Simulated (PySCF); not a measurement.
Isomers of C7H11Cl.

All values: PBE0/def2-SVPD (PySCF) at GFN2-xTB geometries, gas phase, one conformer each. Core orbitals are frozen in the response; Δα² is half the sum of the squared differences of the principal polarisabilities.

(1) Rank by HOMO–LUMO gap, lowest first.
A. `[CH3:1][C:2]1=[CH:3][CH2:4][C@H:5]([Cl:6])[CH2:7][CH2:8]1` with C2–C3–C4–C5 -16°, C3–C4–C5–Cl6 169°, C4–C5–C7–C8 -65°, C5–C7–C8–C2 49°
B. `[CH3:1][C@@:2]12[CH2:3][C@@H:4]1[CH2:5][CH2:6][C@H:7]2[Cl:8]` with C1–C2–C3–C4 114°, C2–C3–C4–C5 97°, C3–C4–C5–C6 -47°, C4–C5–C6–C7 -28°
C. `C[C@@H]1C2(CC2)[C@@]1(C)Cl`

(2) Rank by HOMO energy, highest first.
A. `[CH3:1][C@@H:2]1[CH2:3][C@H:4]2[CH2:5][C@@:6]2([Cl:7])[CH2:8]1` with C1–C2–C3–C4 -90°, C2–C3–C4–C5 -83°, C3–C4–C5–C6 95°, C4–C5–C6–Cl7 112°
B. `[CH3:1][C:2]1=[CH:3][CH2:4][C@H:5]([Cl:6])[CH2:7][CH2:8]1` with C2–C3–C4–C5 -16°, C3–C4–C5–Cl6 169°, C4–C5–C7–C8 -65°, C5–C7–C8–C2 49°
C. `[CH3:1][C@@:2]12[CH2:3][C@@H:4]1[CH2:5][CH2:6][C@H:7]2[Cl:8]` with C1–C2–C3–C4 114°, C2–C3–C4–C5 97°, C3–C4–C5–C6 -47°, C4–C5–C6–C7 -28°

## Answers

(1) A (7.30 eV), C (7.99 eV), B (8.45 eV).

(2) B (-7.02 eV), A (-7.43 eV), C (-7.79 eV).

All values together:

```
                      SMILES  μ (D)  HOMO (eV)  LUMO (eV)  α (Å³)  Δα (Å³)
  C[C@@H]1C2(CC2)[C@@]1(C)Cl   2.30      -7.42       0.57   13.87     2.15
C[C@@H]1C[C@H]2C[C@@]2(Cl)C1   2.16      -7.43       0.60   13.32     2.36
  C[C@@]12C[C@@H]1CC[C@H]2Cl   2.11      -7.79       0.67   13.32     2.52
          CC1=CC[C@H](Cl)CC1   2.53      -7.02       0.28   14.08     6.05
```

Conformers: `[CH3:1][C@@H:2]1[CH2:3][C@H:4]2[CH2:5][C@@:6]2([Cl:7])[CH2:8]1` with C1–C2–C3–C4 -90°, C2–C3–C4–C5 -83°, C3–C4–C5–C6 95°, C4–C5–C6–Cl7 112°; `[CH3:1][C@@:2]12[CH2:3][C@@H:4]1[CH2:5][CH2:6][C@H:7]2[Cl:8]` with C1–C2–C3–C4 114°, C2–C3–C4–C5 97°, C3–C4–C5–C6 -47°, C4–C5–C6–C7 -28°; `[CH3:1][C:2]1=[CH:3][CH2:4][C@H:5]([Cl:6])[CH2:7][CH2:8]1` with C2–C3–C4–C5 -16°, C3–C4–C5–Cl6 169°, C4–C5–C7–C8 -65°, C5–C7–C8–C2 49°.
